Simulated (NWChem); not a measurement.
# NbO, quartet; SMILES [O]=[Nb]

Computed with NWChem. Spin-unrestricted. All runs use the structure optimised with PBE0-D3(BJ)/def2-TZVP, spin-unrestricted. No stability test was run on the SCF state. def2 effective core potentials on Nb; no spin-orbit coupling. Vertical excitations in the gas phase; the lowest state need not have the same character in each row. Excited states of an open shell can be spin-contaminated.

| level | lowest excitation (eV) | oscillator strength of that lowest state | lowest empty minus highest occupied level, either spin (eV) |
|---|---|---|---|
| PBE/def2-SVPD, TDA | 1.23 | 0.000 | 1.36 |
| B3LYP/def2-SVPD, TDA | 1.18 | 0.000 | 2.45 |
| UHF/def2-SVPD, CIS | 1.26 | 0.000 | 7.31 |
| CAM-B3LYP/def2-SVPD, TDA | 1.11 | 0.000 | 4.47 |
